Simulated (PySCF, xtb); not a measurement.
Se(H)(iPr) (C3H8Se), SMILES CC(C)[SeH]. One conformer was computed; it need not be the lowest.

Harmonic wavenumbers (cm⁻¹) from GFN2-xTB run with xtb at its own minimum, in rising order: 146, 214, 231, 248, 275, 396, 519, 688, 921, 941, 974, 1044, 1143, 1154, 1213, 1297, 1406, 1416, 1482, 1483, 1491, 1493, 2045, 2923, 3012, 3015, 3017, 3020, 3023, 3032.

Q: What does PySCF with PBE-D3(BJ)/def2-SVP give at its own minimum? (An estimate is asked for; the answer gives what the named calculation found.)

A: 168, 240, 252, 259, 287, 388, 539, 743, 883, 900, 932, 1008, 1118, 1132, 1190, 1294, 1338, 1348, 1405, 1406, 1418, 1428, 2350, 2956, 2965, 3009, 3044, 3051, 3066, 3070. Paired by order, the mean absolute difference is 45 cm⁻¹ and the zero-point energies are 61.8 and 61.7 kcal/mol.
